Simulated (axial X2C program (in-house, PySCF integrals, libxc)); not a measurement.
## Low determinants of SbSe⁻ at the PBE0 level, 2c

All values were computed with an in-house all-electron X2C program for linear molecules (integrals from PySCF). Two-component (2c) means X2C with spin–orbit coupling and atomic mean-field two-electron Coulomb and Gaunt terms. Basis: Sb dyall-acv3z [12s13p9d5f1g], Se dyall-acv3z [9s10p7d5f1g] (cores contracted in-house); Gaussian nuclei, density fitting, unrestricted open shells. Masses: Sb 120.904 u, Se 79.917 u.

Search at 2.400 Å (vertical energies from the lowest determinant):

```csv
ΔE (eV),state,electrons beyond evenly filled partner blocks,"electrons in ±ω = 1/2, 3/2, 5/2, 7/2"
0.00,Ω = 1,"ω = -1/2, ω = 3/2",55 25 6 0
0.24,Ω = 0,none,56 24 6 0
0.55,Ω = 2,"ω = 1/2, ω = 3/2",55 25 6 0
0.86,Ω = 0,none,54 26 6 0
2.16,Ω = 1,2 × ω = 1/2,56 24 6 0
2.36,Ω = 3,2 × ω = 3/2,56 24 6 0
2.90,Ω = 1,2 × ω = 1/2,54 26 6 0
```

Lowest determinant, Ω = 1 (⟨Sz⟩ = 1.00, ⟨Lz⟩ = 0.00 at PBE0): Re = 2.438 Å, ωe = 281.7 cm⁻¹.

The determinant in row 2 of the search, Ω = 0 (closed shell), was followed along the bond at PBE0; measured from the minimum of the lowest determinant it gives:

Te = 0.242 eV (1954 cm⁻¹), Re = 2.438 Å, ωe = 282.7 cm⁻¹.

(1) Compare the bond of the determinant in row 2 with that of the lowest one.

The search compares states at one distance, so a state with another bond length can lie lower; it is not exhaustive and yields mostly the lowest determinant of each block pattern, so other components and higher states of one pattern are missing. These are energies of single determinants, not of spin-adapted states; PBE0 term energies can be off by some tenths of an eV, and the functional has no current term. Open-shell Ω = 0 determinants with evenly filled partner blocks cannot be reached by this program, so the Ω shown need not be the lowest component. The lowest determinant need not be the ground state where others lie within half an eV. A closed-shell Ω = 0 row of a π² shell mixes the 0⁺ component of the triplet with ¹Σ⁺ and matches no level; 0⁺ can lie lowest. For an anion, determinants above electron detachment are held by the basis set. The highest occupied level of some functionals is positive through self-interaction error; at Hartree–Fock it is bound. Row 2 has a positive highest level at its minimum.

## Answers

(1) At PBE0 its Re is the same within 0.001 Å and its force constant, which goes as ωe², is 1.01 times that of the lowest determinant. T0 ≈ Te + Δωe/2 = 1954 + (0) = 1954 cm⁻¹.
